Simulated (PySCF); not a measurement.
An excited-state job on `[C](C)([GeH2][CH]=O)=C=S`.

Method: TDDFT wB97X-D/def2-SVPD, vertical, gas phase, core orbitals frozen in the response (PySCF 2.14.0, density-fitted response routines). Geometry: GFN2-xTB. A driver script takes a list of jobs; this job's settings line and coordinates (Å) are shown.

Command:
```bash
OMP_NUM_THREADS=1 python probes_run.py task.json out
```

Input:
```
{"job": {"kind": "uv", "xc": "wB97X-D", "basis": "def2-SVPD", "nstates": 8, "ntriplets": 3}, "charge": 0, "multiplicity": 1}
C     -1.236326    -1.253706    -0.118189
C     -0.897691     0.205448    -0.254574
C     -1.708151     1.206329    -0.136055
S     -2.601336     2.483833    -0.036049
Ge     1.007933     0.618440    -0.583711
C      2.062002     0.015041     1.022367
O      2.717430    -0.985340     1.032108
H     -0.741254    -1.674421     0.758241
H     -0.885404    -1.797304    -0.996069
H     -2.309572    -1.394560    -0.018076
H      1.448807    -0.165231    -1.794135
H      1.161861     2.097252    -0.825235
H      1.977316     0.644704     1.931651
```

Output:
```
coarse grid: 54464 points
cycle   1  E = -2705.6607945547  dE =  3.779e-01  |g| = 8.607e-01  |ddm| = 5.114e+00
cycle   2  E = -2705.4570475237  dE =  2.037e-01  |g| = 1.391e+00  |ddm| = 2.118e+00
cycle   3  E = -2705.8204372586  dE = -3.634e-01  |g| = 9.890e-02  |ddm| = 1.266e+00
cycle   4  E = -2705.8219269467  dE = -1.490e-03  |g| = 5.704e-02  |ddm| = 2.156e-01
cycle   5  E = -2705.8224949210  dE = -5.680e-04  |g| = 1.027e-02  |ddm| = 8.358e-02
cycle   6  E = -2705.8225417199  dE = -4.680e-05  |g| = 5.627e-03  |ddm| = 3.536e-02
cycle   7  E = -2705.8225560004  dE = -1.428e-05  |g| = 2.450e-03  |ddm| = 1.465e-02
cycle   8  E = -2705.8225596024  dE = -3.602e-06  |g| = 6.774e-04  |ddm| = 7.515e-03
final grid: 113056 points
cycle   9  E = -2705.8223404993  dE = -2.334e-06  |g| = 8.074e-04  |ddm| = 2.443e-02
cycle  10  E = -2705.8223405541  dE = -5.479e-08  |g| = 9.021e-04  |ddm| = 3.110e-03
cycle  11  E = -2705.8223407978  dE = -2.437e-07  |g| = 1.691e-04  |ddm| = 1.479e-03
cycle  12  E = -2705.8223408210  dE = -2.320e-08  |g| = 8.380e-05  |ddm| = 6.002e-04
cycle  13  E = -2705.8223408259  dE = -4.941e-09  |g| = 3.967e-05  |ddm| = 2.453e-04
cycle  14  E = -2705.8223408270  dE = -1.055e-09  |g| = 1.973e-05  |ddm| = 1.245e-04
cycle  15  E = -2705.8223408272  dE = -2.274e-10  |g| = 4.334e-06  |ddm| = 6.519e-05
converged SCF energy = -2705.8223408272

Static polarisability (au): isotropic 108.549, principal 81.116 87.001 157.531

Singlet excitations
state   eV       nm        f      main configurations
  1   2.4778    500.4   0.00096   H->L 0.87, H->L+1 0.09
  2   3.2658    379.6   0.00583   H-1->L+1 0.43, H-1->L 0.33, H->L+1 0.17
  3   4.8317    256.6   0.00115   H->L+1 0.44, H-1->L 0.22, H-2->L 0.14
  4   5.2752    235.0   0.03306   H->L+1 0.24, H-1->L+1 0.20, H->L+2 0.19
  5   5.6353    220.0   0.03706   H-1->L 0.32, H-1->L+1 0.21, H-2->L 0.19
  6   6.0979    203.3   0.01807   H->L+3 0.60, H->L+4 0.17, H-4->L 0.09
  7   6.1400    201.9   0.07574   H-4->L 0.50, H->L+3 0.08, H-4->L+1 0.08
  8   6.2438    198.6   0.63610   H->L+2 0.48, H-2->L 0.30

Triplet excitations (Tamm-Dancoff, eV): 2.1977 2.6730 3.8575
```

The SCF starts on a coarse grid where the log names one; the energy can jump when the final grid takes over, and dE then counts from the start density on the new grid. H and L stand for HOMO and LUMO; the number after each pair is its weight.

How does the lowest singlet excitation compare with the HOMO–LUMO gap?

HOMO -8.18 eV and LUMO -0.69 eV give a gap of 7.49 eV; S1 at 2.48 eV lies 5.01 eV below it.

Summary of the converged run: HOMO -8.18 eV, LUMO -0.69 eV; lowest singlet 2.48 eV; lowest triplet 2.20 eV (Tamm–Dancoff); mean polarisability 108.5 au.

 Relativistic effects, spin–orbit coupling among them, are left out although an element past zinc is present.

Estimate the wall time. Hardware: Arm Neoverse N1, one thread, no GPU (shared host). And the peak memory of the process?

About 85 s, with 0.87 GiB resident at the peak, the Python interpreter and its libraries included.

One conformer stands for the species.
Labels such as C1 count atoms from 1, the log's own numbers from 0.

Note: wB97X-D ran without an empirical dispersion term, which enters the total energy and its gradient alone.
